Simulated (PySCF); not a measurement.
A side-by-side comparison of computed properties.

First species: C2H4ClN3Si.
SMILES: `[SiH3]n1ncc(Cl)n1`

Second species: C4H5N3O2Si.
SMILES with atom numbers: `[O:1]=[CH:2][c:3]1[n:4][n:5]([SiH3:6])[n:7][c:8]1[CH:9]=[O:10]` (hydrogens: H11 on C2; H12, H13, H14 on Si6; H15 on C9)

Levels: CAM-B3LYP/def2-SVPD for dipole moment, HOMO energy, LUMO energy, HOMO–LUMO gap, static isotropic polarisability and electronic spatial extent ⟨r²⟩ about the centre of nuclear charge; TDDFT CAM-B3LYP/def2-SVPD for lowest singlet excitation; TDA CAM-B3LYP/def2-SVPD for lowest triplet excitation (Tamm–Dancoff); GFN2-xTB for rotational constant A and rotational constant C. Geometries: GFN2-xTB. All species are isolated and taken at one optimised geometry, non-relativistic unless stated. Electronic properties by PySCF.

The conformers computed, where there is a choice (atom-mapped SMILES and torsion angles):
- `[O:1]=[CH:2][c:3]1[n:4][n:5]([SiH3:6])[n:7][c:8]1[CH:9]=[O:10]`: O1–C2–C3–N4 180°, N7–C8–C9–O10 0°

Which of the two has the higher HOMO–LUMO gap, and by how much?

The first: 9.35 eV against 7.75 eV, a difference of 1.60 eV.

Which has the higher ⟨r²⟩?

The second: 1871 bohr² against 1265 bohr², a difference of 606 bohr².

Which of the two has the higher T1 energy, and by how much?

The first: 4.66 eV against 2.99 eV, a difference of 1.67 eV.

Which of the two has the higher LUMO energy, and by how much?

The first: 0.39 eV against -1.50 eV, a difference of 1.89 eV.

Which of the two has the higher static isotropic polarisability, and by how much?

The second: 98.9 au against 81.5 au, a difference of 17.4 au.

Which of the two has the higher dipole moment, and by how much?

The second: 5.47 D against 1.66 D, a difference of 3.81 D.

Which of the two has the higher S1 energy, and by how much?

The first: 6.21 eV against 3.53 eV, a difference of 2.68 eV.

Which of the two has the higher rotational constant A, and by how much?

The first: 5.920 GHz against 1.806 GHz, a difference of 4.114 GHz.

On the first: The 8 singlets span 6.21 to 7.78 eV, and their oscillator strengths add up to 0.49. S1 lies 3.14 eV below the HOMO–LUMO gap; its leading configuration is HOMO−2→LUMO, weight 0.76.

On the second: S1 lies 4.22 eV below the HOMO–LUMO gap; its leading configuration is HOMO→LUMO, weight 0.74. The dipole matches unit charges of opposite sign 1.14 Å apart (1 e·Å = 4.8032 D).
